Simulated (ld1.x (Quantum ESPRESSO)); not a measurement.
## Te (Z = 52), TM: configuration errors across variants

| Quantity | Value |
| --- | --- |
| Element | Te |
| Generator | ld1.x (Quantum ESPRESSO) 7.5 |
| Type | norm-conserving Troullier–Martins (Kleinman–Bylander form) |
| Functional | PBE |
| Relativity | scalar-relativistic |
| Frozen core | [Kr] |
| Valence charge | 16 |
| Reference configuration | 4d10 5s2 5p3.75 (charge +0.25) |
| Partial waves | 5s (bound): rc 1.65 bohr; 5p (bound): rc 2.05 bohr; 4d (bound): rc 1.35 bohr |
| Local potential | all-electron potential smoothed inside 1.50 bohr (lloc = -1) |
| Core correction | a·sin(br)/r model core inside 1.00 bohr |

All-electron excitation energies from the reference (eV): (1) 4d10 5s2 5p4 -1.715; (2) 4d10 5s2 5p3 8.013; (3) 4d10 5s2 5p2 25.938; (4) 4d10 5s1 5p5 7.540; (5) 4d10 5s2 5p1 52.836; (6) 4d10 5s2 5p4.3 -3.184; (7) 4d9 5s2 5p5 36.541.

Tests that are not counted but printed errors over 1 eV. “local potential all-electron potential smoothed inside 0.94 bohr (lloc = -1)”: 4d9 5s2 5p5 (solver errors, printed error -2557 eV). “all radii but the core radius scaled by about 0.92 (s 1.52, p 1.88, d 1.24 bohr); local potential all-electron potential smoothed inside 1.38 bohr (lloc = -1)”: 4d10 5s2 5p4.3 (solver errors, printed error -2581 eV); 4d10 5s2 5p4 (solver errors, printed error -2569 eV); 5 more.

2 further variants failed, have other tests or too few solved ones, and are left out.

A true bound ghost makes a file unfit for plane-wave use even where its test errors are small: the radial tests pick states by their node count and pass the ghost by. Where a test does run into it, the solver fails or the error is huge.

Errors AE − PS in meV (a dash: test not solved or not reliable):

| change | (1) | (2) | (3) | (4) | (5) | (6) | (7) | bound ghosts |
| --- | --- | --- | --- | --- | --- | --- | --- | --- |
| base | +0.8 | +2.7 | +23 | -2.0 | +47 | +2.5 | -73 | s |
| wave 4d (bound): rc 1.35 bohr becomes 4d (bound): rc 1.52 bohr | +0.8 | +2.7 | +23 | -2.0 | +48 | +2.5 | -53 | s |
| local potential all-electron potential smoothed inside 0.94 bohr (lloc = -1) | +0.5 | -0.3 | +5.2 | -3.6 | +19 | +1.4 | – | s, p |
| wave 5s (bound): rc 1.65 bohr becomes 5s (bound): rc 1.72 bohr | +0.8 | +2.7 | +23 | -1.7 | +48 | +2.5 | -72 | s |
| all radii but the core radius scaled by about 0.92 (s 1.52, p 1.88, d 1.24 bohr); local potential all-electron potential smoothed inside 1.38 bohr (lloc = -1) | – | – | – | – | – | – | – | s, p |
| core correction a·sin(br)/r model core inside 1.02 bohr | +0.8 | +2.7 | +23 | -2.0 | +47 | +2.5 | -72 | s |

Problem. Give the same row for: local potential all-electron potential smoothed inside 1.15 bohr (lloc = -2).

Solution. +0.8, +2.9, +24, -1.8, +50, +2.6, -49; bound ghosts: s.
